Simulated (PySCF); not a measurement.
All values below come from B3LYP-D3(BJ)/def2-TZVP run with PySCF. All species are isolated molecules in the gas phase. One relaxed conformer stands for a flexible species; it need not be the lowest. B3LYP has the VWN-RPA correlation part, as in Gaussian. Excitations are Tamm–Dancoff values on a coarser integration grid. The basis has no diffuse functions, so Rydberg states are missing or too high.

Reference species (SMILES): `OB(O)O` (neutral, multiplicity 1).

- S1 oscillator strength: 0.000
- T1 excitation (TDA): 7.73 eV
- S1 excitation (TDA): 8.02 eV

Changed species: `OBO` (H–O–B–O torsion 180°, O–B–O–H torsion 180°) (1 of 3 OH replaced by H; the reference has 0 of 3 OH replaced by H).

### Question
What does the change do to the S1 oscillator strength, T1 excitation (TDA) and S1 excitation (TDA)?

### Answer
the S1 oscillator strength rises by 0.015, to 0.015; the T1 excitation (TDA) falls by 0.24 eV, to 7.49 eV; the S1 excitation (TDA) rises by 0.08 eV, to 8.10 eV.
